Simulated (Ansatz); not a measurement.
Reaction (substitution at a C–C bond): `C[CH2][AlH][TeH]` + `OC1=NCN1` → `CN1CN=C1O` + `[CH3][AlH][TeH]`

Program: Ansatz. Geometries: PBE0-D4/def2-TZVP. ΔE: electronic, gas phase. CCSD(T)/CBS adds triple-zeta CCSD(T) − MP2 to the extrapolated MP2 energy (def2 sets, frozen cores). Functionals use def2-TZVPP. B3LYP here is the variant with VWN-RPA as its local correlation; programs differ in this. def2 core potentials past Kr. For Te outer-core shells are correlated without core-valence functions, which leaves a few kJ/mol of doubt a bond. Each species was taken in one conformer, which may not be the lowest.

```tsv
level	ΔE (kJ/mol)	difference from CCSD(T)/CBS
PBE-D4	3.2	-1.4
PBE0-D4	3.8	-0.8
ωB97X-V	1.6	-3.0
PBE	2.8	-1.8
r2SCAN	1.5	-3.1
PBE0	3.3	-1.3
B3LYP	-0.2	-4.8
HF/def2-TZVPP	-1.8	-6.4
MP2/def2-TZVPP	2.9	-1.7
CCSD/def2-TZVPP	3.0	-1.6
HF/def2-QZVPP	-1.9	-6.5
MP2/def2-QZVPP	3.8	-0.8
SCS-MP2/def2-QZVPP	2.9	-1.7
HF/CBS(def2)	-1.9	-6.5
MP2/CBS(def2)	4.6	0.0
CCSD/CBS(def2)	4.7	0.1
CCSD(T)/CBS	4.6	0
```

Largest T1 diagnostic among the species: 0.013.

In def2-TZVPP, CCSD(T) changes the Hartree–Fock value by +4.7 kJ/mol (the triples alone add −0.1 kJ/mol) and MP2 by +4.7 kJ/mol.
